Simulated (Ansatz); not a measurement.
A structure relaxed at PBE0-D4/def2-TZVP, charge 0, multiplicity 1:

```
atom   x (Å)   y (Å)   z (Å)
  F1   2.394  -0.156  -1.114
 Si2   1.322  -0.979  -0.254
  P3   0.437   0.421   1.253
 Si4  -1.282   1.107  -0.034
  H5   0.344  -1.546  -1.218
  H6   2.030  -2.071   0.458
  H7  -0.291  -0.633   1.874
  H8  -2.062  -0.019  -0.611
  H9  -0.708   1.920  -1.137
 H10  -2.184   1.957   0.784
```

Task: Give its formula and SMILES.

Result: FH6PSi2, `F[SiH2]P[SiH3]`.

Task: Summarise the bond lengths by kind.

Result: 1 × F–Si 1.602 Å; 2 × P–Si 2.240 to 2.254 Å; 5 × H–Si 1.484 to 1.486 Å; 1 × H–P 1.424 Å.

Results of the Gaussian-basis code of Ansatz.
